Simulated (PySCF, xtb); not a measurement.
chloro(methylsilyl)silane (CH₇ClSi₂), SMILES C[SiH2][SiH2]Cl. The values are those of a single conformer.

Harmonic wavenumbers (cm⁻¹) from GFN2-xTB (xtb 6.7.1) at its own minimum, in rising order: 12, 92, 134, 158, 371, 399, 427, 509, 559, 583, 640, 687, 745, 795, 808, 825, 841, 1370, 1484, 1486, 2188, 2199, 2208, 2234, 3030, 3031, 3036.

What does B3LYP-D3(BJ)/def2-SVP (PySCF) give at its own minimum? (Estimate from the structure and the level; the computed values follow.)

57, 101, 160, 189, 399, 418, 494, 527, 619, 668, 689, 730, 816, 888, 893, 937, 954, 1270, 1436, 1440, 2198, 2209, 2213, 2224, 3035, 3129, 3133. Paired by order, the mean absolute difference is 51 cm⁻¹ and the zero-point energies are 44.1 and 45.5 kcal/mol.
